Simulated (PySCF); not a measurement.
C4H5BO, SMILES C#CB1COC1. Atoms are numbered in the order given.

```xyz
11

C      0.0000     0.0000     2.8969
C      0.0000     0.0000     1.6726
B      0.0000     0.0000     0.1682
C      0.0000     1.0619    -1.0015
O      0.0000     0.0000    -1.9836
C      0.0000    -1.0619    -1.0015
H      0.0000     0.0000     3.9728
H     -0.8919     1.7155    -1.0860
H      0.8919     1.7155    -1.0860
H      0.8919    -1.7155    -1.0860
H     -0.8919    -1.7155    -1.0860
```

The structure is a stationary point at r2SCAN-D4/def2-SVP. This is a generated structure with no PubChem entry under its InChIKey; it may be hypothetical.

Two levels are set side by side: PBE/pcSseg-1 (PySCF) and KT2/pcSseg-1 (PySCF). GIAO shifts against BF3 (¹¹B), H2O (¹⁷O), TMS (¹H), TMS (¹³C) at the same level; non-relativistic, no solvent, atoms listed together averaged. Differences are taken from unrounded values.

```
quantity                           KT2
-------------------------------  -----
δ(¹³C) of C1 (ppm)               128.1
δ(¹³C) of C2 (ppm)                87.7
δ(¹¹B) of B3 (ppm)                71.3
δ(¹³C) of C4, C6 (ppm)            86.4
δ(¹⁷O) of O5 (ppm)                28.9
δ(¹H) of H7 (ppm)                 5.73
δ(¹H) of H8, H9, H10, H11 (ppm)   5.16
```

**Question.** What does PBE give, and how far is it from KT2? (Estimate from the structure and the level; the computed values follow.)

**Answer.** 
```csv
quantity,PBE,PBE minus KT2
δ(¹³C) of C1 (ppm),137.6,9.4
δ(¹³C) of C2 (ppm),94.8,7.2
δ(¹¹B) of B3 (ppm),76.8,5.5
"δ(¹³C) of C4, C6 (ppm)",88.4,2.0
δ(¹⁷O) of O5 (ppm),31.3,2.3
δ(¹H) of H7 (ppm),5.56,-0.16
"δ(¹H) of H8, H9, H10, H11 (ppm)",5.15,-0.01
```

Rough cost on one machine, each run with all the roots and properties that it gave: KT2 against PBE within a factor of 2.
